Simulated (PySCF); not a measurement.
PySCF job for diboron tetrachloride anion (B2Cl4), SMILES ClB(Cl)B(Cl)Cl (connectivity only; charge and spin as stated), charge -1, multiplicity 2, PBE/pcH-1. Geometry: PBE0-D3(BJ)/def2-SVPD. The spin state was assumed, not searched. One conformer was computed; it need not be the lowest.

```python
import numpy as np
from pyscf import gto, scf, dft
from pyscf.prop.hfc import uks as hfc

mol = gto.M(
    atom='''
    Cl    0.00000000    1.51816948   -1.80744645
    B     0.00000000    0.00000000   -0.81035639
    Cl    0.00000000   -1.51816950   -1.80744643
    B     0.00000000   -0.00000000    0.81035639
    Cl    0.00000000    1.51816950    1.80744643
    Cl    0.00000000   -1.51816948    1.80744645
    ''',
    basis='pcH-1',
    charge=-1,
    spin=1,
    max_memory=1600,
    verbose=3,
)
mf = dft.UKS(mol, xc='pbe').density_fit(auxbasis='def2-universal-jkfit')
mf.grids.level = 3
mf.conv_tol = 1e-10
mf.max_cycle = 100
mf.kernel()
fine, coarse = mf.grids, dft.Grids(mol).set(level=1).build(with_non0tab=True)
for _ in range(3):  # follow internal instabilities
    mf.grids = coarse
    mo, _, stable, _ = mf.stability(return_status=True, nroots=4)
    mf.grids = fine
    if stable:
        break
    mf.kernel(mf.make_rdm1(mo, mf.mo_occ))
A = hfc.HFC(mf).make_fcdip(mf.make_rdm1())  # Fermi contact and dipolar terms, MHz
print('atom   A(iso)/MHz   principal dipolar parts/MHz')
for i, a in enumerate(A):
    w = np.linalg.eigvalsh((a + a.T) / 2)
    print(f'{mol.atom_symbol(i):2s}{i + 1:3d} {w.mean():12.2f}', (w - w.mean()).round(2))
```

Program output:

```

WARN: HOMO -0.180967360217991 >= LUMO -0.18096736021802

converged SCF energy = -1889.85735800738  <S^2> = 0.75248987  2S+1 = 2.0024883
<class 'pyscf.df.df_jk.DFUKS'> wavefunction is stable in the internal stability analysis
atom   A(iso)/MHz   principal dipolar parts/MHz
Cl  1         1.18 [-12.65  -8.99  21.64]
B   2         4.71 [-24.89 -23.21  48.1 ]
Cl  3         1.18 [-12.65  -8.99  21.64]
B   4         4.71 [-24.89 -23.21  48.1 ]
Cl  5         1.18 [-12.65  -8.99  21.64]
Cl  6         1.18 [-12.65  -8.99  21.64]
```

The run converged.

Cost: roughly 4 core-minutes.
